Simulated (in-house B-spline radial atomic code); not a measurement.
## The tungsten ion W³⁺: [He] 2s1 2p6 3s2 3p6 3d10 4s2 4p6 4d10 (4f5/2)6 (4f7/2)7 5s2 5p6 5d4 6s1 (with a hole in an inner shell)

Level of theory: Dirac-Kohn-Sham relativistic LDA, spherical fractional occupations, Fermi nucleus of rms radius 5.3658 fm; calculated with an all-electron radial atomic-structure program (B-spline basis).

Effective charges: Z_r = [3n² - l(l+1)]/(2<r>) from the radius, Z_e = n√(-2ε) from the energy, and Slater's rules. Values are occupation-weighted means over j. An effective charge above Z reflects the relativistic contraction of the inner shells.

| shell | electrons | ε (eV) | <r> (bohr) | Z_r | Z_e | Slater |
| --- | --- | --- | --- | --- | --- | --- |
| 1s | 2 | -69253 | 0.01842 | 81.43 | 71.34 | 73.70 |
| 2s | 1 | -12134 | 0.07695 | 77.97 | 59.73 | 70.20 |
| 2p | 6 | -10749 | 0.06882 | 72.66 | 56.21 | 70.20 |
| 3s | 2 | -2855.9 | 0.1996 | 67.65 | 43.46 | 63.60 |
| 3p | 6 | -2436.2 | 0.1987 | 62.90 | 40.14 | 63.60 |
| 3d | 10 | -1921.6 | 0.1798 | 58.39 | 35.65 | 53.85 |
| 4s | 2 | -629.8 | 0.445 | 53.93 | 27.21 | 47.25 |
| 4p | 6 | -488.6 | 0.4699 | 48.94 | 23.97 | 47.25 |
| 4d | 10 | -299.67 | 0.4986 | 42.12 | 18.77 | 35.85 |
| 5s | 2 | -121.16 | 1.027 | 36.50 | 14.92 | 18.20 |
| 4f | 13 | -88.331 | 0.5616 | 32.05 | 10.19 | 24.80 |
| 5p | 6 | -83.595 | 1.172 | 31.14 | 12.39 | 18.20 |
| 5d | 4 | -38.021 | 1.584 | 21.78 | 8.36 | 6.95 |
| 6s | 1 | -31.577 | 2.453 | 22.02 | 9.14 | 5.80 |

The least bound orbital is 6s1/2 at -31.58 eV, and it is also the most diffuse (<r> = 2.453 bohr). The part-filled 2s shell lies below the filled 5p shell in orbital energy.

For the 1s electron the small component carries 7.73 % of the norm, the zero-frequency Breit interaction raises the level by 234.9 eV, self-energy by 150.7 eV, and vacuum polarisation lowers it by 28.49 eV.
